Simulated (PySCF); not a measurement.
Molecule: `C[C@H]1COB(O)O1`, C₃H₇BO₃.

Geometry (Å), atoms numbered from 1 in this order:
```xyz
14

C    -1.7214   -0.6281    0.3311
C    -0.6932    0.4232   -0.0692
C     0.4371    0.5977    0.9820
O     1.6307    0.2577    0.3117
B     1.3172   -0.0685   -0.9960
O     2.2205   -0.4402   -1.9164
O    -0.0201    0.0337   -1.2548
H    -1.2274   -1.5777    0.5226
H    -2.2489   -0.3062    1.2253
H    -2.4363   -0.7657   -0.4752
H    -1.1957    1.3775   -0.2717
H     0.5139    1.6274    1.3434
H     0.3036   -0.0758    1.8343
H     3.1192   -0.4552   -1.5893
```

Frames of a GFN2-xTB Langevin trajectory at 200 K; GIAO PBE0/pcSseg-1 shieldings in PySCF 2.14.0 with density-fitted response routines, gas phase, non-relativistic; equivalent atoms averaged within each frame.

Referencing at the same level of theory: TMS for ¹³C (186.93 ppm) and ¹H (31.72 ppm); ¹⁷O (336.08 ppm) against H2O; ¹¹B (100.07 ppm) vs BF3·OEt2. The references are static minima.

How do the shifts (ppm) fluctuate along the trajectory?

Answers


```csv
time (fs),C2,C3,C1,O7,O4,O6,B5,H12,H11,H13
250,81.2,77.4,27.3,130.8,86.4,63.3,21.4,4.57,4.50,4.44
425,79.6,74.6,29.7,124.1,108.7,67.7,23.0,4.97,5.46,4.43
625,72.3,71.2,26.7,139.6,95.7,65.0,23.1,3.82,4.21,3.90
800,77.8,76.4,29.6,117.3,98.9,65.7,21.5,4.45,5.00,3.77
1000,83.4,80.3,21.8,115.5,99.9,60.0,20.5,4.62,5.03,4.43
mean of frames,78.9,76.0,27.0,125.5,97.9,64.3,21.9,4.49,4.84,4.19
standard deviation,4.2,3.4,3.2,9.9,8.1,2.9,1.1,0.42,0.49,0.33
```

5 frames give an uncertainty of the mean of about the standard deviation over 2.2 at best, since frames this close in time may not be independent; classical motion lacks zero-point vibration, and the reference would need the same averaging.
